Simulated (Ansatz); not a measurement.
System: sum formula SiClF, charge 1, multiplicity 2. 
Geometry from a B3LYP-D3(BJ)/def2-TZVP (Ansatz, an electronic-structure program) optimisation:
```xyz
3

Si     0.2834     0.3047     0.5905
F      1.0321     1.4435    -0.1456
Cl    -0.7798    -1.0152    -0.4092
```
Charge +1, spin multiplicity 2.

Basis-set convergence of Hartree-Fock and CCSD correlation energies (hartree) with Ansatz. Valence correlation only, unless marked. UHF or UKS for open shells. No spin-orbit coupling. No relativistic terms.

```json
[
 {"basis": "aug-cc-pV(D+d)Z", "functions": "87", "E(HF)": "-847.64046", "E(corr, CCSD)": "-0.42820"},
 {"basis": "aug-cc-pV(T+d)Z", "functions": "156", "E(HF)": "?", "E(corr, CCSD)": "?"}
]
```

What belongs in the gaps?


- aug-cc-pV(T+d)Z, E(HF): -847.70128
- aug-cc-pV(T+d)Z, E(corr, CCSD): -0.53514
